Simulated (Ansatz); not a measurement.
```xyz
3

Si    0.0000    0.0000   -0.1234
H     0.0000    1.0085    0.8640
H     0.0000   -1.0085    0.8640
```

Basis set: 6-31G* (spherical functions). Correlated methods keep 5 orbitals frozen. Charge 0, multiplicity 1.

Computed with Ansatz (development build ahead of 0.2.0); each method stands on the lowest determinant of its kind that the runs found. Restricted open shells among the atoms or ions are ROHF, correlated in semicanonical orbitals with singles.

Q: Give the atomization energy at this shape (free ground-state atoms in the same class of orbitals less the molecule, no zero-point energy) of singlet SiH2 by RHF-MP2, RHF.

A:

| method | atomization energy |
| --- | --- |
| RHF-MP2 | 119.43 kcal/mol |
| RHF | 104.59 kcal/mol |

Caution: the shape is not the minimum.
